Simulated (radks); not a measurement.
The numbers below are computed, except where a source is named.
Task: The table gives one normalised radial function P(r) = r R(r) of Hf in [Xe] 4f13 5d2 6s2 6p1 (r in bohr). Code: a radial shooting solver on a logarithmic mesh with Libxc functionals. Model: scalar-relativistic Kohn-Sham, r2SCAN, spin-polarised, spherical densities, finite nucleus; open shells are filled with parallel spins first (spin-orbit coupling, left out, can overturn this in heavy ions); meta-GGA in the generalised Kohn-Sham scheme; Fermi nuclear charge, rms radius 5.347 fm.

| r | P |
|---|---|
| 0.003941 | 0.0485 |
| 0.004588 | 0.0520 |
| 0.005385 | 0.0554 |
| 0.006319 | 0.0580 |
| 0.007356 | 0.0595 |
| 0.008633 | 0.0596 |
| 0.01013 | 0.0577 |
| 0.01179 | 0.0535 |
| 0.01384 | 0.0461 |
| 0.01624 | 0.0351 |
| 0.01891 | 0.0211 |
| 0.02219 | 0.0028 |
| 0.02604 | -0.0187 |
| 0.03031 | -0.0407 |
| 0.03557 | -0.0632 |
| 0.04174 | -0.0819 |
| 0.0486 | -0.0923 |
| 0.05703 | -0.0913 |
| 0.06692 | -0.0747 |
| 0.07791 | -0.0431 |
| 0.09143 | 0.0041 |
| 0.1073 | 0.0583 |
| 0.1259 | 0.1066 |
| 0.1466 | 0.1324 |
| 0.172 | 0.1250 |
| 0.2019 | 0.0757 |
| 0.235 | -0.0033 |
| 0.2758 | -0.0986 |
| 0.3236 | -0.1732 |
| 0.3767 | -0.1942 |
| 0.4421 | -0.1460 |
| 0.5188 | -0.0325 |
| 0.604 | 0.1058 |
| 0.7088 | 0.2375 |
| 0.8318 | 0.3093 |
| 0.9683 | 0.2942 |
| 1.136 | 0.1861 |
| 1.333 | 0.0051 |
| 1.552 | -0.1977 |
| 1.822 | -0.3998 |
| 2.138 | -0.5535 |
| 2.489 | -0.6321 |
| 2.921 | -0.6356 |
| 3.427 | -0.5693 |
| 4.022 | -0.4568 |
| 4.682 | -0.3346 |
| 5.495 | -0.2151 |
| 6.448 | -0.1210 |
| 7.507 | -0.0605 |
| 8.809 | -0.0245 |
| 10.34 | -0.0081 |
| 12.03 | -0.0023 |
| 14.12 | -0.0005 |

Which n and l does it have? It may be an empty orbital.

Result: n = 6, l = 0: the number of nodes gives n - l - 1 = 5, the rise at small r (about r^(l+1), flatter next to the nucleus through relativity) gives l, and the extent must fit the shell. The curve is that of 6s up; the table hardly tells the two spins apart. 6s up: eigenvalue -7.644 eV, 5 radial nodes at r = 0.0227, 0.0903, 0.234, 0.538, 1.34 bohr, <r> = 3.17 bohr, 90 % of the charge inside 4.67 bohr.
